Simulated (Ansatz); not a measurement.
`FCBr` → `F[CH]Br`• + H• at 700 K and 1 bar (homolysis of the C–H bond).

Calculated with Ansatz (gas phase, PBE0-D4/def2-TZVP geometries, no zero-point term in ΔE). CCSD(T)/CBS is the MP2 limit (def2-TZVPP, def2-QZVPP) plus CCSD(T) − MP2 in def2-TZVPP, frozen cores. This one scheme is used for every species, atoms too. No spin–orbit coupling; open shells (•) take unrestricted orbitals. Bonds to Br are less sure, by a few kJ/mol each and by 10 to 20 or more in all where they break to atoms, as the def2 sets lack core-valence functions. Scalar relativity is left out up to krypton.

| species | CCSD(T)/CBS energy (Eh) | H − E (kJ/mol) | S (J/(mol·K)) |
| --- | --- | --- | --- |
| `FCBr` | -2712.35054 | 117.1 | 328.1 |
| `F[CH]Br`• | -2711.67922 | 79.5 | 328.4 |
| H• | -0.50000 | 14.6 | 132.5 |

H − E and S are ideal-gas, rigid-rotor, harmonic terms from PBE0-D4/def2-TZVP, for one conformer and one mirror image of each species, with the whole ground term of open shells counted as degenerate. 1 Eh = 2625.50 kJ/mol, R = 8.31446 J/(mol·K).

Problem. By hand: ΔE, ΔH, ΔS and ΔG.

Solution. ΔE = (-2711.67922) + (-0.50000) − (-2712.35054) = 0.17132 Eh = 449.8 kJ/mol. Δ(H − E) = 79.5 + 14.6 − 117.1 = -23.0, so ΔH = 426.8 kJ/mol. ΔS = 328.4 + 132.5 − 328.1 = 132.8 J/(mol·K). ΔG = 426.8 − 700 × (132.8)/1000 = 333.8 kJ/mol.

Problem. By hand: the equilibrium constant, and the temperature at which ΔG would vanish if ΔH and ΔS stayed fixed.

Solution. log₁₀ K = −ΔG/(RT ln 10) = -24.9. ΔG = 0 at ΔH/ΔS = 3214 K, far beyond where these terms or the molecules hold.

The number of gas molecules changes by +1, which sets the sign of ΔS. A doubt of 5 kJ/mol in ΔE shifts log₁₀ K by 0.4 here. Other conformers and mirror images would add mixing entropy, several J/(mol·K) or more a flexible species. These are equilibria of isolated gas molecules and say nothing of rates. Largest T1 diagnostic: 0.014 (customary marks: 0.02 for closed shells, 0.045 for open ones).
